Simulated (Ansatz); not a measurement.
Geometry optimisation, Ansatz 0.2.0, RKS BLYP-D4/6-31G*.

input.yaml

```yaml
crystal:
  periodic: [false, false, false]
  atoms:
    - { symbol: C, position_ang: [0.293, -1.1055, -0.9592] }
    - { symbol: B, position_ang: [-0.3061, -0.1403, 0.2012] }
    - { symbol: S, position_ang: [-1.2982, -0.9027, 1.615] }
    - { symbol: C, position_ang: [0.0394, 1.4406, 0.1746] }
    - { symbol: F, position_ang: [1.3286, 1.6605, 0.1614] }
    - { symbol: F, position_ang: [-0.5968, 1.9948, -0.9599] }
    - { symbol: H, position_ang: [-0.1669, -0.7308, -1.9323] }
    - { symbol: H, position_ang: [0.0038, -2.101, -0.791] }
    - { symbol: H, position_ang: [1.3538, -0.9626, -0.9801] }
    - { symbol: H, position_ang: [-0.0876, -1.1141, 2.3964] }
    - { symbol: H, position_ang: [-0.4976, 1.9041, 1.0946] }
basis:
  gaussian: { orbitals: "6-31G*" }
hamiltonian:
  xc: blyp
  dispersion: d4
relax:
  f_tol: 0.02
  max_steps: 50
```

Command:

```bash
$ ansatz run input.yaml --threads 2 --pin off --max-ram 3072MiB --backend cpu --events-out ev --progress --plain --runs-dir out
```

Where does it end, and by what steps?

The run converged. After 14 steps the energy has fallen by 1.278 eV; H10 moved furthest, 1.28 Å.

| step | energy less start (eV) | largest force component (eV/Å) | accepted |
| --- | --- | --- | --- |
| 0 | 0.0000 | 4.485 | yes |
| 1 | -0.4149 | 1.936 | yes |
| 2 | -0.5201 | 0.324 | yes |
| 3 | -0.5899 | 0.602 | yes |
| 4 | -0.7169 | 0.861 | yes |
| 5 | -0.8765 | 1.033 | yes |
| 6 | -1.0589 | 0.782 | yes |
| 7 | -1.1866 | 0.806 | yes |
| 8 | -1.2612 | 0.260 | yes |
| 9 | -1.2620 | 0.254 | yes |
| 10 | -1.2754 | 0.131 | yes |
| 11 | -1.2779 | 0.087 | yes |
| 12 | -1.2782 | 0.091 | yes |
| 13 | -1.2783 | 0.033 | yes |
| 14 | -1.2784 | 0.002 | yes |

```xyz
11
Properties=species:S:1:pos:R:3
C 0.272 -1.074 -1.068
B -0.131 -0.325 0.250
S -0.780 -1.239 1.664
C 0.050 1.269 0.314
F 1.399 1.559 0.081
F -0.694 1.832 -0.729
H -0.292 -0.644 -1.916
H 0.119 -2.164 -1.060
H 1.336 -0.869 -1.288
H -0.973 -0.201 2.531
H -0.240 1.799 1.242
```

The run took 38 s on 2 threads of Intel(R) Xeon(R) Platinum 8259CL CPU @ 2.50GHz (Skylake/Cascade Lake), on a shared host, peak memory 0.17 GiB.
